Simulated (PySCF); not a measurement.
Cd²⁴⁺: ionisation energy

Cd²⁴⁺ [Ar] 3d6 (5D) → Cd²⁵⁺ [Ar] 3d5 (6S), as a difference of total energies. Computed with PySCF 2.14 in an even-tempered Gaussian basis (19 s from 2.9 bohr⁻², ratio 2.5; 12 p from 3.8 bohr⁻², ratio 2.5; 8 d from 3.8 bohr⁻², ratio 2.5; 4 f from 16 bohr⁻², ratio 2.7; 3 g from 24 bohr⁻², ratio 2.7), with the spin-free X2C one-electron Hamiltonian (Gaussian nucleus). Correlated levels: outer shells: [Ne] frozen; virtual orbitals above 40 to 60 times the deepest correlated orbital energy dropped. The calculations carry no spin-orbit coupling.

```json
{"method": "UHF", "ionisation energy (eV)": "1234.1"}
{"method": "LDA", "ionisation energy (eV)": "1236.6"}
{"method": "PBE", "ionisation energy (eV)": "1237.1"}
{"method": "PBE0", "ionisation energy (eV)": "1236.9"}
{"method": "r2SCAN", "ionisation energy (eV)": "1237.0"}
{"method": "TPSS", "ionisation energy (eV)": "1236.9"}
{"method": "MN15", "ionisation energy (eV)": "1235.8"}
{"method": "MP2 (outer shells)", "ionisation energy (eV)": "1235.5"}
{"method": "SCS-MP2 (outer shells)", "ionisation energy (eV)": "1235.7"}
```

A first-order spin-orbit estimate (lowest level to lowest level, LS coupling) adds 3.163 eV.

Breit and QED terms and the two-electron picture change are absent.

For comparison: 1237 ± 4 eV (theoretical estimate listed by NIST; NIST Atomic Spectra Database, ionization energies).
